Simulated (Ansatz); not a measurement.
Molecular dynamics of CH$_{5}$B$_{2}$N

The input (input.yaml):

```yaml
crystal:
  periodic: [false, false, false]
  atoms:
    - { symbol: B, position_ang: [0.785813, 1.34259, -0.918642] }
    - { symbol: C, position_ang: [-0.188892, 0.109152, -0.851612] }
    - { symbol: "N", position_ang: [-0.360177, -0.55655, 0.22737] }
    - { symbol: B, position_ang: [-0.519721, -1.243252, 1.382985] }
    - { symbol: H, position_ang: [0.939478, 1.938486, -1.967341] }
    - { symbol: H, position_ang: [1.374509, 1.679478, 0.088385] }
    - { symbol: H, position_ang: [-0.758579, -0.224221, -1.751431] }
    - { symbol: H, position_ang: [0.214278, -2.190299, 1.615056] }
    - { symbol: H, position_ang: [-1.398208, -0.901484, 2.158229] }
basis:
  gaussian: { orbitals: def2-SVP }
hamiltonian:
  xc: revpbe
  dispersion: d4
md:
  timestep: 0.5
  n_steps: 111
  ensemble: nvt_nose_hoover
  temperature: 700.0
  initial_velocities: maxwell_boltzmann
  seed: 506840
  nose_hoover: { tau: 20.0, chain_length: 5 }
scf:
  lower_state_search: "off"
```

Command:

```bash
$ ansatz run input.yaml --threads 1 --pin off --max-ram 2048MiB --backend cpu --events-out ev --progress --plain --runs-dir out
```

It starts from a relaxed structure.

Output, in part (step lines, the closing report, with atoms numbered from 0):

```
md step     0: t =     0.00 fs  T =   700.0 K  F+E_penalty+E_count = -3956.51700230 eV  E_kin = 0.633374 eV  conserved = -3955.88362831 eV  (16 SCF iters)
[... lines left out ...]
Total energy: -3956.13700486 eV, -145.3853533625 hartree
Atom 0 at     0.742333     1.238150    -0.762566 Å, force     1.045949     1.830263    -1.756004 eV/Å
Atom 1 at    -0.218018     0.071551    -0.933160 Å, force    -0.401992    -0.417926    -0.395825 eV/Å
Atom 2 at    -0.336179    -0.535512     0.171864 Å, force    -1.080094    -1.125869     0.369991 eV/Å
Atom 3 at    -0.489551    -1.134942     1.368747 Å, force     0.863706    -0.098896    -0.191828 eV/Å
Atom 4 at     0.679552     2.115976    -1.668887 Å, force     0.188346    -0.209041     0.844911 eV/Å
Atom 5 at     1.624173     1.224972     0.096306 Å, force    -0.476559     0.103195    -0.174239 eV/Å
Atom 6 at    -0.822240    -0.231197    -1.853715 Å, force     0.569974     0.098155     0.649176 eV/Å
Atom 7 at     0.407703    -1.878940     1.696138 Å, force    -0.056672    -0.497905     0.042004 eV/Å
Atom 8 at    -1.361394    -0.814645     2.094954 Å, force    -0.652658     0.318023     0.611814 eV/Å
Dipole moment:    -0.076991     0.020689    -0.236464 e Å
```

The steps, from the saved trajectory:

```json
{"time (fs)": "0.0", "T (K)": "700", "potential energy less start (eV)": "0.000", "conserved less start (meV/atom)": "0.00"}
{"time (fs)": "1.5", "T (K)": "538", "potential energy less start (eV)": "0.149", "conserved less start (meV/atom)": "0.24"}
{"time (fs)": "3.0", "T (K)": "302", "potential energy less start (eV)": "0.365", "conserved less start (meV/atom)": "0.47"}
{"time (fs)": "4.5", "T (K)": "277", "potential energy less start (eV)": "0.390", "conserved less start (meV/atom)": "0.41"}
{"time (fs)": "6.0", "T (K)": "404", "potential energy less start (eV)": "0.278", "conserved less start (meV/atom)": "0.26"}
{"time (fs)": "7.5", "T (K)": "491", "potential energy less start (eV)": "0.208", "conserved less start (meV/atom)": "0.13"}
{"time (fs)": "9.0", "T (K)": "381", "potential energy less start (eV)": "0.318", "conserved less start (meV/atom)": "0.23"}
{"time (fs)": "10.5", "T (K)": "228", "potential energy less start (eV)": "0.467", "conserved less start (meV/atom)": "0.51"}
{"time (fs)": "12.0", "T (K)": "324", "potential energy less start (eV)": "0.387", "conserved less start (meV/atom)": "0.27"}
{"time (fs)": "13.5", "T (K)": "435", "potential energy less start (eV)": "0.303", "conserved less start (meV/atom)": "0.16"}
{"time (fs)": "15.0", "T (K)": "378", "potential energy less start (eV)": "0.375", "conserved less start (meV/atom)": "0.34"}
{"time (fs)": "16.5", "T (K)": "310", "potential energy less start (eV)": "0.456", "conserved less start (meV/atom)": "0.44"}
{"time (fs)": "18.0", "T (K)": "351", "potential energy less start (eV)": "0.437", "conserved less start (meV/atom)": "0.41"}
{"time (fs)": "19.5", "T (K)": "476", "potential energy less start (eV)": "0.350", "conserved less start (meV/atom)": "0.34"}
{"time (fs)": "21.0", "T (K)": "566", "potential energy less start (eV)": "0.301", "conserved less start (meV/atom)": "0.21"}
{"time (fs)": "22.5", "T (K)": "444", "potential energy less start (eV)": "0.445", "conserved less start (meV/atom)": "0.27"}
{"time (fs)": "24.0", "T (K)": "232", "potential energy less start (eV)": "0.661", "conserved less start (meV/atom)": "0.73"}
{"time (fs)": "25.5", "T (K)": "412", "potential energy less start (eV)": "0.512", "conserved less start (meV/atom)": "0.42"}
{"time (fs)": "27.0", "T (K)": "681", "potential energy less start (eV)": "0.297", "conserved less start (meV/atom)": "0.07"}
{"time (fs)": "28.5", "T (K)": "546", "potential energy less start (eV)": "0.452", "conserved less start (meV/atom)": "0.34"}
{"time (fs)": "30.0", "T (K)": "248", "potential energy less start (eV)": "0.741", "conserved less start (meV/atom)": "0.66"}
{"time (fs)": "31.5", "T (K)": "176", "potential energy less start (eV)": "0.814", "conserved less start (meV/atom)": "0.68"}
{"time (fs)": "33.0", "T (K)": "385", "potential energy less start (eV)": "0.633", "conserved less start (meV/atom)": "0.53"}
{"time (fs)": "34.5", "T (K)": "681", "potential energy less start (eV)": "0.382", "conserved less start (meV/atom)": "0.27"}
{"time (fs)": "36.0", "T (K)": "731", "potential energy less start (eV)": "0.357", "conserved less start (meV/atom)": "0.20"}
{"time (fs)": "37.5", "T (K)": "526", "potential energy less start (eV)": "0.562", "conserved less start (meV/atom)": "0.73"}
{"time (fs)": "39.0", "T (K)": "646", "potential energy less start (eV)": "0.464", "conserved less start (meV/atom)": "0.53"}
{"time (fs)": "40.5", "T (K)": "899", "potential energy less start (eV)": "0.248", "conserved less start (meV/atom)": "0.11"}
{"time (fs)": "42.0", "T (K)": "755", "potential energy less start (eV)": "0.395", "conserved less start (meV/atom)": "0.45"}
{"time (fs)": "43.5", "T (K)": "518", "potential energy less start (eV)": "0.621", "conserved less start (meV/atom)": "0.73"}
{"time (fs)": "45.0", "T (K)": "526", "potential energy less start (eV)": "0.621", "conserved less start (meV/atom)": "0.63"}
{"time (fs)": "46.5", "T (K)": "672", "potential energy less start (eV)": "0.498", "conserved less start (meV/atom)": "0.50"}
{"time (fs)": "48.0", "T (K)": "797", "potential energy less start (eV)": "0.398", "conserved less start (meV/atom)": "0.41"}
{"time (fs)": "49.5", "T (K)": "756", "potential energy less start (eV)": "0.446", "conserved less start (meV/atom)": "0.21"}
{"time (fs)": "51.0", "T (K)": "396", "potential energy less start (eV)": "0.784", "conserved less start (meV/atom)": "0.63"}
{"time (fs)": "52.5", "T (K)": "279", "potential energy less start (eV)": "0.899", "conserved less start (meV/atom)": "0.97"}
{"time (fs)": "54.0", "T (K)": "721", "potential energy less start (eV)": "0.503", "conserved less start (meV/atom)": "0.19"}
{"time (fs)": "55.5", "T (K)": "880", "potential energy less start (eV)": "0.380", "conserved less start (meV/atom)": "0.20"}
```

The run went to its last step. The conserved energy stayed within 1 meV per atom of its start (net change 0.2 meV per atom), so the integration is sound. The mean temperature of the second half is 17 % below the set value. A run of 0.056 ps of so small a system gives no equilibrium averages.

The same pairs are bonded in the first frame and the last. Pairs count as bonded within 1.25 times the sum of covalent radii (0.12 Å more for H–H).

Last frame:

```xyz
9
Properties=species:S:1:pos:R:3
B 0.742 1.238 -0.763
C -0.218 0.072 -0.933
N -0.336 -0.535 0.172
B -0.490 -1.135 1.369
H 0.680 2.116 -1.669
H 1.624 1.225 0.096
H -0.822 -0.231 -1.854
H 0.408 -1.879 1.696
H -1.361 -0.815 2.095
```

Run time: 12 min on 1 thread of Intel(R) Xeon(R) Processor @ 2.50GHz (Skylake/Cascade Lake), with other jobs on the host, peak memory 0.25 GiB.
